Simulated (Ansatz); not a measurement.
Consider the substitution at a C–Si bond: `N[SiH2]C(O)Cl` + CH₃OH → `COC(O)Cl` + `N[SiH3]`.

Isolated molecules relaxed with PBE0-D4/def2-TZVP in Ansatz; ΔE leaves out vibrations. CCSD(T)/CBS adds triple-zeta CCSD(T) − MP2 to the extrapolated MP2 energy (def2 sets, frozen cores). This one scheme is used for every species. Functionals use def2-TZVPP. One conformer a species, not always the lowest.

`N[SiH2]C(O)Cl`:

Cartesian coordinates in Å:
```
N -1.071 0.916 0.598
Si 0.112 0.696 -0.639
C 0.812 -1.012 -0.204
O -0.191 -1.903 0.084
Cl 1.873 -0.694 1.279
H -0.766 1.146 1.532
H -1.935 1.385 0.377
H -0.633 0.645 -1.924
H 1.204 1.698 -0.711
H 1.493 -1.473 -0.916
H -0.897 -1.404 0.525
```

CH₃OH:

Z-matrix (Å, degrees):
```
C
O 1 1.409
H 1 1.097 2 112.4
H 1 1.090 2 107.0 3 -118.5
H 1 1.097 2 112.4 3 123.0
H 2 0.959 1 108.5 3 -61.6
```

`COC(O)Cl`:

```xyz
10

C    -0.760    0.216   -1.136
O     0.198   -0.616   -0.506
C     0.757   -0.032    0.607
O    -0.097    0.051    1.675
Cl    2.202   -1.024    1.001
H    -0.303    1.157   -1.467
H    -1.598    0.439   -0.470
H    -1.120   -0.331   -2.005
H     1.116    0.982    0.411
H    -0.395   -0.842    1.889
```

`N[SiH3]`:

```xyz
7

N     0.414    0.904    0.386
Si   -0.343   -0.536   -0.173
H     0.506    1.692   -0.235
H     1.210    0.842    1.000
H    -1.628   -0.155   -0.816
H     0.431   -1.338   -1.167
H    -0.590   -1.408    1.004
```

CCSD(T)/CBS gives +7.8 kcal/mol.

Another level gave +9.0 kcal/mol. Which?
A. revPBE-D4/def2-TZVPP
B. B97M-V/def2-TZVPP
C. PBE0/def2-TZVPP
D. HF/def2-TZVPP

A. revPBE-D4 9.0, PBE0 6.9, HF/def2-TZVPP 1.9, B97M-V 5.7 kcal/mol.

Largest T1 diagnostic among the species: 0.012.

At CCSD(T), def2-SVP lies −6.0 kcal/mol from the extrapolated value and def2-TZVPP −1.4 kcal/mol. Leaving LDA and LC-ωPBE aside and taking each functional with its dispersion term where it has one, the values spread over 3.2 kcal/mol, from B97M-V to revPBE-D4. LDA lies −0.9 kcal/mol from PBE without D4. In def2-TZVPP, CCSD(T) changes the Hartree–Fock value by +4.5 kcal/mol (the triples alone add +0.5 kcal/mol) and MP2 by +5.3 kcal/mol.

CCSD(T)/CBS has its own doubt, a few kJ/mol and more with outer-core shells, so smaller differences from it don't rank the levels.
